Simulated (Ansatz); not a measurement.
Total energies of SiHMe2(OSiMe3) (C₅H₁₆OSi₂) from Ansatz at PBE0-D4/def2-TZVPD, gas phase (1 Eh = 27.2114 eV = 2625.5 kJ/mol). The reference geometry is relaxed at r2SCAN-D4/def2-SVP.

Cartesian coordinates in Å:
```
Si 0.6689 0.8898 -1.4029
H 1.7975 1.5701 -0.6804
C 1.3026 0.1296 -2.9889
H 1.7229 0.8948 -3.6617
H 0.4870 -0.3846 -3.5240
H 2.0907 -0.6125 -2.7840
C -0.6810 2.1436 -1.7472
H -0.3158 2.9552 -2.3981
H -1.0510 2.6022 -0.8157
H -1.5375 1.6644 -2.2504
O 0.0681 -0.3346 -0.4481
Si -0.2332 -0.7305 1.1501
C 1.4015 -1.0464 2.0136
C -1.2897 -2.2746 1.1374
C -1.1409 0.6928 1.9740
H 1.2538 -1.3358 3.0674
H 2.0390 -0.1468 2.0003
H 1.9585 -1.8581 1.5171
H -0.7736 -3.0973 0.6162
H -1.5218 -2.6153 2.1599
H -2.2439 -2.0956 0.6158
H -0.5296 1.6112 1.9734
H -2.0860 0.9172 1.4520
H -1.3864 0.4611 3.0240
```

```json
{"state": "charge 0 singlet", "geometry": "reference", "energy (Eh)": "-854.10523"}
{"state": "charge -1 doublet", "geometry": "reference", "energy (Eh)": "-854.07169"}
{"state": "free Si atom (triplet)", "geometry": "–", "energy (Eh)": "-289.24952"}
{"state": "free H atom (doublet)", "geometry": "–", "energy (Eh)": "-0.50104"}
{"state": "free C atom (triplet)", "geometry": "–", "energy (Eh)": "-37.80543"}
{"state": "free O atom (triplet)", "geometry": "–", "energy (Eh)": "-75.01925"}
```

Q: Work out the vertical electron affinity, to the doublet.

A: E(charge 0 singlet) − E(charge -1 doublet) = -854.10523 − (-854.07169) = -0.03354 Eh = -0.91 eV; negative, so the extra electron isn't bound.

Q: What is the binding energy per atom against free atoms?

A: Atoms: 2 × (-289.24952) + 16 × (-0.50104) + 5 × (-37.80543) + 1 × (-75.01925) = -850.56208 Eh. Binding: -850.56208 − (-854.10523) = 3.54315 Eh = 96.41 eV, or 4.02 eV for each of 24 atoms (no zero-point energy, no counterpoise term).

At PBE0-D4/def2-TZVPD the highest occupied level of the charge -1 doublet lies above zero (up to 1.84 eV). By energy differences it is unbound by 0.91 eV (vertical, against the charge 0 singlet, at PBE0-D4/def2-TZVPD) and held by the finite basis.
